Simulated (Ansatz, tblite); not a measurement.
Cost and result up the ladder for TiCl₃ (the lowest doublet isomer of a short search) (4 atoms). The state is a doublet with charge 0. Geometry: PBE-D4/def2-SVP.

```xyz
4

Ti    0.001    0.001   -0.002
Cl   -0.762    0.666   -1.943
Cl    1.167   -1.846    0.148
Cl   -0.406    1.180    1.797
```

Ansatz on 4 threads of Arm Neoverse V2 on a shared host; xTB runs through tblite on one thread. Times are rough, summed over both states, and most runs start from the orbitals of an earlier one. PBE0-D4/def2-TZVP serves as the yardstick here, not as an exact answer. The other state is a singlet.

The xTB rows come from tblite. The structure comes from a short search, and lower isomers may exist.

Raw xTB energies of ions are shifted by several eV, and xTB has no spin-polarisation term.

```json
{"level": "r2SCAN-D4/def2-TZVP", "functions": "156", "vertical IE (eV)": "8.92", "difference from PBE0-D4/def2-TZVP (eV)": "-0.38"}
{"level": "GFN2-xTB", "functions": "36", "vertical IE (eV)": "12.94", "difference from PBE0-D4/def2-TZVP (eV)": "3.64"}
{"level": "PBE0-D4/def2-TZVP", "functions": "156", "vertical IE (eV)": "9.30", "difference from PBE0-D4/def2-TZVP (eV)": "0.00"}
{"level": "PBE-D4/def2-TZVP", "functions": "156", "vertical IE (eV)": "8.56", "difference from PBE0-D4/def2-TZVP (eV)": "-0.74"}
{"level": "GFN1-xTB", "functions": "36", "vertical IE (eV)": "13.74", "difference from PBE0-D4/def2-TZVP (eV)": "4.44"}
```

Question: Estimate how long each takes.

Answer: GFN2-xTB 0.006 s; GFN1-xTB 0.008 s; PBE-D4/def2-TZVP 3.5 s; r2SCAN-D4/def2-TZVP 9.3 s; PBE0-D4/def2-TZVP 9.9 s. On shared hardware such times vary by a factor of up to 3.
